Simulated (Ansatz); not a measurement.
Two members of one family (InN nanocrystals, H-capped), computed with Ansatz in the gas phase; def2 core potentials for In, no spin–orbit coupling. Binding counts from free atoms in the multiplicity of their measured ground term, without zero-point energy. Sets without diffuse functions give affinities that are too small. A dash marks a value that wasn't run or was left out as unsound. The structures are stationary points that may keep the symmetry of their start. Remarks come from the PBE and PBE0 runs and from stability tests at other levels; not every state was tested. A HOMO above zero means that the electron is unbound at that level and held by the basis, or that self-interaction error raises the level; the energy of removing that electron tells which. HOMO above LUMO (over both spins in singlets and doublets, within one spin in higher multiplets; at PBE or PBE0), or a gap under 0.15 eV within one spin, warns that the state may not be the lowest or that an electron is smeared out.

First: In8N8H22, cut from wurtzite (singlet, charge 0, PBE-D4/def2-SVP geometry).

| atom | x (Å) | y (Å) | z (Å) |
| --- | --- | --- | --- |
| In1 | -2.188 | -1.843 | 3.047 |
| N2 | -0.677 | -0.342 | 3.823 |
| N3 | -1.553 | -1.727 | 0.908 |
| In4 | -1.920 | 0.266 | 0.076 |
| In5 | 0.881 | 0.554 | 2.487 |
| N6 | -0.310 | 1.505 | 0.919 |
| N7 | -1.415 | 0.108 | -2.051 |
| In8 | -1.900 | 1.996 | -3.144 |
| In9 | 1.022 | 2.435 | -0.546 |
| N10 | -0.407 | 3.296 | -2.040 |
| In11 | 0.409 | -2.629 | 0.683 |
| N12 | 1.777 | -1.109 | 1.423 |
| N13 | 0.789 | -2.513 | -1.522 |
| In14 | 0.563 | -0.577 | -2.627 |
| In15 | 3.266 | -0.429 | -0.115 |
| N16 | 1.911 | 0.705 | -1.503 |
| H17 | -3.735 | -1.060 | 3.220 |
| H18 | -1.633 | -3.368 | 3.690 |
| H19 | -1.198 | 0.439 | 4.251 |
| H20 | -0.186 | -0.778 | 4.618 |
| H21 | -2.216 | -2.352 | 0.415 |
| H22 | -3.497 | 0.927 | 0.412 |
| H23 | 1.916 | 1.590 | 3.430 |
| H24 | -0.791 | 2.294 | 1.386 |
| H25 | -2.084 | -0.584 | -2.436 |
| H26 | -3.465 | 2.561 | -2.626 |
| H27 | -1.236 | 1.869 | -4.753 |
| H28 | 2.074 | 3.696 | 0.034 |
| H29 | -0.931 | 4.046 | -1.564 |
| H30 | 0.155 | 3.795 | -2.748 |
| H31 | 0.651 | -4.261 | 1.237 |
| H32 | 2.379 | -1.588 | 2.115 |
| H33 | 0.230 | -3.238 | -1.997 |
| H34 | 1.771 | -2.805 | -1.657 |
| H35 | 0.908 | -0.820 | -4.315 |
| H36 | 4.316 | 0.736 | 0.656 |
| H37 | 3.744 | -1.878 | -0.991 |
| H38 | 2.579 | 1.085 | -2.197 |

```tsv
level	HOMO (eV)	LUMO (eV)	gap (eV)	vertical EA (eV)	binding per atom (eV)
PBE-D4/def2-SVP	-5.99	-1.77	4.22	–	2.95
PBE-D4/def2-TZVP	-6.05	-2.04	4.01	0.61	2.95
r2SCAN-D4/def2-TZVP	-6.29	-1.83	4.46	–	2.91
PBE0-D4/def2-SVP	-7.19	-0.91	6.28	–	2.90
PBE0-D4/def2-TZVP	-7.22	-1.20	6.02	0.24	2.90
```

Remarks: HOMO above zero (-1 doublet), gap within one spin near zero at PBE or PBE0 (-1 doublet).

Second: In9N9H24, cut from wurtzite (singlet, charge 0, PBE-D4/def2-SVP geometry).

| atom | x (Å) | y (Å) | z (Å) |
| --- | --- | --- | --- |
| In1 | 0.192 | -4.350 | 0.685 |
| N2 | 1.852 | -3.644 | -0.704 |
| N3 | -0.714 | -2.342 | 0.988 |
| In4 | 0.614 | -1.021 | 2.119 |
| In5 | 2.056 | -1.505 | -1.270 |
| N6 | 2.125 | -0.416 | 0.623 |
| N7 | -0.523 | 0.819 | 2.455 |
| In8 | 0.591 | 2.247 | 3.746 |
| In9 | 2.250 | 1.729 | 0.229 |
| N10 | 2.231 | 2.692 | 2.231 |
| In11 | -1.636 | -1.587 | -0.847 |
| N12 | 0.098 | -0.928 | -2.050 |
| N13 | -2.607 | 0.294 | -0.294 |
| In14 | -1.430 | 1.824 | 0.735 |
| In15 | 0.117 | 1.191 | -2.584 |
| N16 | 0.284 | 2.145 | -0.626 |
| In17 | -3.761 | 1.151 | -1.991 |
| N18 | -1.946 | 1.635 | -3.277 |
| H19 | 1.035 | -4.823 | 2.138 |
| H20 | -0.846 | -5.295 | -0.351 |
| H21 | 2.750 | -3.942 | -0.294 |
| H22 | 1.782 | -4.190 | -1.576 |
| H23 | -1.510 | -2.518 | 1.627 |
| H24 | 1.368 | -1.719 | 3.527 |
| H25 | 3.414 | -1.290 | -2.343 |
| H26 | 3.037 | -0.666 | 1.042 |
| H27 | -1.327 | 0.526 | 3.039 |
| H28 | 1.413 | 1.361 | 5.004 |
| H29 | -0.302 | 3.743 | 3.848 |
| H30 | 3.630 | 2.272 | -0.690 |
| H31 | 3.135 | 2.487 | 2.682 |
| H32 | 2.251 | 3.712 | 2.085 |
| H33 | -2.619 | -2.723 | -1.730 |
| H34 | 0.009 | -1.431 | -2.951 |
| H35 | -3.334 | 0.020 | 0.392 |
| H36 | -2.254 | 3.322 | 1.074 |
| H37 | 1.280 | 1.680 | -3.789 |
| H38 | 0.285 | 3.161 | -0.822 |
| H39 | -4.553 | -0.141 | -2.855 |
| H40 | -4.377 | 2.716 | -1.531 |
| H41 | -2.074 | 1.167 | -4.187 |
| H42 | -1.985 | 2.641 | -3.506 |

**Question.** Estimate the same table for the second.

**Answer.** 
```json
{"level": "PBE-D4/def2-SVP", "HOMO (eV)": "-5.87", "LUMO (eV)": "-1.93", "gap (eV)": "3.94", "vertical EA (eV)": "–", "binding per atom (eV)": "2.96"}
{"level": "PBE-D4/def2-TZVP", "HOMO (eV)": "-5.93", "LUMO (eV)": "-2.20", "gap (eV)": "3.73", "vertical EA (eV)": "0.80", "binding per atom (eV)": "2.97"}
{"level": "r2SCAN-D4/def2-TZVP", "HOMO (eV)": "-6.17", "LUMO (eV)": "-2.00", "gap (eV)": "4.17", "vertical EA (eV)": "–", "binding per atom (eV)": "2.92"}
{"level": "PBE0-D4/def2-SVP", "HOMO (eV)": "-7.04", "LUMO (eV)": "-1.07", "gap (eV)": "5.98", "vertical EA (eV)": "–", "binding per atom (eV)": "2.90"}
{"level": "PBE0-D4/def2-TZVP", "HOMO (eV)": "-7.08", "LUMO (eV)": "-1.36", "gap (eV)": "5.72", "vertical EA (eV)": "0.41", "binding per atom (eV)": "2.91"}
```

Remarks: HOMO above zero (-1 doublet), gap within one spin near zero at PBE or PBE0 (-1 doublet).
